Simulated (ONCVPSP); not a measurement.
# Which change was made? (Mg, ONCV)

Mg, optimised norm-conserving Vanderbilt (ONCV), made with ONCVPSP 4.0.1 (LDA (Perdew-Wang 92), scalar-relativistic). Core [He], reference 2s2 2p6 3s1 3p1. Waves: 2s+3s: rc 1.15 bohr, ncon 3, nbas 7, qcut 8.7 1/bohr, 2 projectors; 2p+3p: rc 1.05 bohr, ncon 4, nbas 9, qcut 11.2 1/bohr, 2 projectors; d scattering state at 0.42 Ha: rc 1.20 bohr, ncon 4, nbas 8, qcut 7.2 1/bohr, 2 projectors, debl 2.4 Ha. Local part: polynomial inside 0.95 bohr (lpopt 5, dvloc0 0 Ha). Core correction: Teter function fitted to the true core (icmod 2), fcfact 0.5.

Cutoffs, loose and tight: the cutoffs (Ha) at which the residual kinetic energy of the hardest occupied pseudo-wave falls to 1 and 0.1 mHa per electron. They do not see the model core or the augmentation charge, which bear on the density cutoff. Test errors are all-electron minus pseudo excitation energies from the reference, over the configurations 2s2 2p6 3s2 3p0; 2s2 2p6 3s1 3p0; 2s2 2p6 3s0 3p0; 2s1 2p6 3s2 3p0; variants that change the core or the reference have their own tests.

The base gives: outcome: generated; cutoff, loose: 56 Ha; cutoff, tight: 86 Ha; bound ghosts: none; GHOST(+) flags above zero: none; largest test error (meV): -291.

(1) After one change the result is: outcome: generated; cutoff, loose: 70 Ha; cutoff, tight: 80 Ha; bound ghosts: none; GHOST(+) flags above zero: none; largest test error (meV): -228. Which change was it?
A. s: qcut 12.4; p: qcut 16; d: qcut 10.3
B. s: qcut 5.6; p: qcut 7.2; d: qcut 4.7
C. s: qcut 10.7; p: qcut 13.7; d: qcut 8.8

Answers

(1) C. The others give: s: qcut 12.4; p: qcut 16; d: qcut 10.3 → outcome: generated; cutoff, loose: 82 Ha; cutoff, tight: 95 Ha; bound ghosts: none; GHOST(+) flags above zero: none; largest test error (meV): -170 | s: qcut 5.6; p: qcut 7.2; d: qcut 4.7 → outcome: generated; cutoff, loose: 249 Ha; cutoff, tight: 323 Ha; bound ghosts: none; GHOST(+) flags above zero: none; largest test error (meV): -299.
